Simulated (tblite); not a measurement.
Species: C6H11NOSi.
Geometry (GFN2-xTB, Å), atoms numbered from 1 in this order:
```
atom  x, y, z in Å
C1     3.094    0.483    0.051
O2     2.305   -0.601   -0.370
C3     0.965   -0.544   -0.118
C4     0.292    0.418    0.505
C5    -1.197    0.281    0.658
C6    -1.920    1.357   -0.058
N7    -2.933    1.907    0.445
Si8   -1.590   -1.442   -0.111
C9     0.219   -1.746   -0.628
H10    4.114    0.248   -0.249
H11    2.778    1.415   -0.429
H12    3.052    0.609    1.138
H13    0.751    1.309    0.903
H14   -1.491    0.327    1.710
H15   -1.501    1.603   -1.047
H16   -3.377    2.620   -0.130
H17   -2.499   -1.374   -1.257
H18   -2.081   -2.388    0.893
H19    0.655   -2.649   -0.202
H20    0.357   -1.825   -1.707
```

Level: GFN2-xTB in tblite, geometry and Hessian alike; calculated harmonic values, unscaled, isolated species. This tight-binding method is rough: wavenumbers can miss measured ones by several per cent, in bad cases by 10 to 20. Modes of hydrogen on silicon can be 10 to 20 % off. One conformer, not necessarily the lowest.

Harmonic wavenumbers (cm⁻¹): 32.0, 68.6, 89.3, 149.2, 207.8, 222.2, 247.0, 345.0, 365.0, 404.3, 454.3, 475.1, 490.6, 522.5, 602.6, 646.7, 715.7, 746.7, 770.6, 778.7, 796.8, 807.5, 895.0, 1007.6, 1027.0, 1049.8, 1067.7, 1092.0, 1124.3, 1135.0, 1162.1, 1166.1, 1210.8, 1233.6, 1259.8, 1288.1, 1379.6, 1401.3, 1458.7, 1468.3, 1487.0, 1710.3, 1724.6, 2257.7, 2268.0, 2795.8, 2928.5, 2945.5, 2948.8, 2973.4, 2998.6, 3027.1, 3094.0, 3333.2.

A = 2238, B = 906.0, C = 681.1 MHz; mass 141.061 u (most abundant isotopes); point group C1, symmetry number 1.

Question: Zero-point energy?

Answer: ½Σν̃ = 33929 cm⁻¹ = 405.88 kJ/mol.

Question: What is S at 200 K and 1 bar for an ideal gas of classical rigid rotors and harmonic oscillators?

Answer: Translation 162.28, rotation 119.84, vibration 84.86: S = 367.0 J/(mol K).

Question: And Cp and H(200 K) − H(0)?

Answer: Cp = 125.65 J/(mol K), of which vibrations give 92.39 (their classical limit is 54 R = 449.0); H(200 K) − H(0) = 15.72 kJ/mol without the zero-point energy, 9.07 from vibrations.

Question: Blend soft modes into free rotors: weight 1/[1 + (100 cm⁻¹/ν̃)⁴] for the oscillator and the rest for a rotor with moment μB/(μ + B), μ = h/(8π²ν), B = 10⁻⁴⁴ kg m². What vibrational entropy results?

Answer: 76.92 J/(mol K) in place of 84.86, which changes −T·S at 200 K by +1.59 kJ/mol.

Question: What must be added to the electronic energy to get the Gibbs energy at 200 K and 1 bar?

Answer: ZPE + [H(200 K) − H(0)] − T·S = 405.88 + 15.72 − 73.40 = 348.20 kJ/mol.

Question: How do the functions run with temperature in this model?

Answer: 
```csv
T (K),S (J/(mol K)),Cp (J/(mol K)),H − H(0) (kJ/mol),G − H(0) (kJ/mol),ln q(vib)
100,298.3,78.5,5.54,-24.29,2.05
300,427.1,174.2,30.72,-97.42,7.50
500,536.7,256.9,74.31,-194.02,13.07
800,676.0,334.9,164.17,-376.64,21.15
1000,754.5,368.3,234.67,-519.86,26.16
```

q(vib) and H(0) count from the zero-point level.

Hindered rotation and anharmonicity are outside this model. Other conformers, if any are populated, would add a mixing term that is left out. The structure is chiral; the term R ln 2 for an equal mix with its mirror image is left out.
